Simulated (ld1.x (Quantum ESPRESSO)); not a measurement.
Before and after: TM potential for W

* Element: W (Z = 74)
* Generator: ld1.x (Quantum ESPRESSO) 7.5
* Type: norm-conserving Troullier–Martins (Kleinman–Bylander form)
* Functional: PBE
* Relativity: scalar-relativistic
* Frozen core: [Xe] 4f14
* Valence charge: 6
* Reference configuration: 5d4 6s1 6p1
* Partial waves: 6p (bound): rc 3.45 bohr; 5d (bound): rc 1.95 bohr; 6s (bound): rc 2.20 bohr
* Local potential: the s channel
* Core correction: Bessel-smoothed model core inside 1.20 bohr

All-electron outer shells of the reference configuration (PBE, scalar-relativistic, ld1.x):

```json
{"shell": "5p", "level (eV)": "-44.81", "outermost node (bohr)": "0.57", "outermost maximum (bohr)": "1.09"}
{"shell": "4f", "level (eV)": "-34.81", "outermost node (bohr)": "–", "outermost maximum (bohr)": "0.43"}
{"shell": "6s", "level (eV)": "-6.76", "outermost node (bohr)": "1.28", "outermost maximum (bohr)": "2.61"}
{"shell": "5d", "level (eV)": "-5.90", "outermost node (bohr)": "0.63", "outermost maximum (bohr)": "1.49"}
{"shell": "6p", "level (eV)": "-2.12", "outermost node (bohr)": "1.53", "outermost maximum (bohr)": "3.61"}
```

Change: wave 6p (bound): rc 3.45 bohr becomes 6p (bound): rc 4.18 bohr.

Cutoffs: the cutoffs (Ry, on a coarse ladder) from which the occupation-weighted sum of valence levels, in a spherical-Bessel basis at the reference potential, stays within 10 and 1 mRy of its value at 400 Ry; they do not see the model core or the augmentation charge, which bear on the density cutoff. Errors are all-electron minus pseudo energies relative to the spin-unpolarised reference configuration.

Problem. What does the change do?

Solution. The potential gets neither clearly harder nor softer (30 Ry and 35 Ry → 30 Ry and 35 Ry); of the 7 tests that both files solve, the error grows in 2 and shrinks in 3 by more than 15 % and 0.3 meV (median size 22.8 → 17.4 meV); neither file shows a bound ghost.

| quantity | base | changed |
| --- | --- | --- |
| cutoff, loose | 30 Ry | 30 Ry |
| cutoff, tight | 35 Ry | 35 Ry |
| bound ghosts | none | none |
| error for 5d4 6s2 6p0, meV [ΔE -4.50 eV] | -2.1 | +1.0 |
| error for 5d4 6s1 6p0, meV [ΔE 4.39 eV] | -7.2 | -7.8 |
| error for 5d4 6s0 6p0, meV [ΔE 20.07 eV] | -32 | -39 |
| error for 5d4 6s0 6p2, meV [ΔE 4.76 eV] | -6.0 | -1.6 |
| error for 5d2 6s0 6p0, meV [ΔE 82.66 eV] | -668 | -710 |
| error for 5d4.5 6s1.5 6p0, meV [ΔE -3.80 eV] | -23 | -17 |
| error for 5d3 6s2 6p0, meV [ΔE 4.33 eV] | -41 | -48 |
